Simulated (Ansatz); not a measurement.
Total energies of CH$_{2}$NOSi, SMILES `O=C=N[SiH2]` radical.

Cartesian coordinates in Å:
```
O -2.1268 -1.3448 1.2325
C -1.2399 -0.7987 0.7119
N -0.3242 -0.2666 0.1585
Si 0.8420 0.8875 -0.3087
H 0.6553 1.1930 -1.7511
H 2.1936 0.3297 -0.0431
```

Total charge 0; spin multiplicity 2. The geometry is a stationary point of PBE0-D4/def2-TZVP. Basis def2-TZVPP, Ansatz 0.2.0.

RPA on PBE orbitals: Hartree–Fock energy of these orbitals -457.30871 Eh, correlation -1.06399 Eh (frozen core).

| functional | energy without D4 (Eh) | D4 term (kJ/mol) |
| --- | --- | --- |
| LDA (SPW92) | -456.35438 | – |
| PBE | -458.51010 | -10.8 |
| revPBE | -458.74002 | -34.6 |
| BLYP | -458.81667 | -24.3 |
| r2SCAN | -458.73314 | -2.6 |
| B97M-V | -458.73765 | – |
| PBE0 | -458.53177 | -9.1 |
| B3LYP | -458.86631 | -17.6 |
| r2SCANh | -458.71900 | -2.7 |
| r2SCAN0 | -458.69889 | -3.0 |
| HSE06 (plane-wave form) | -458.51743 | -8.5 |
| BHLYP | -458.75130 | -13.3 |
| CAM-B3LYP | -458.78138 | -9.2 |
| LC-ωPBE | -458.63306 | – |
| ωB97X-V | -458.73434 | – |
| ωB97M-V | -458.76802 | – |
| B2PLYP | -458.60476 | – |
| PBE-QIDH | -458.41506 | – |

B3LYP takes the VWN-RPA correlation (the form of Gaussian; ORCA's B3LYP/G). HSE06 is the plane-wave form, built on full-range PBE exchange. The double hybrids freeze the cores in their second-order part.

LC-ωPBE has ω = 0.4 bohr⁻¹.
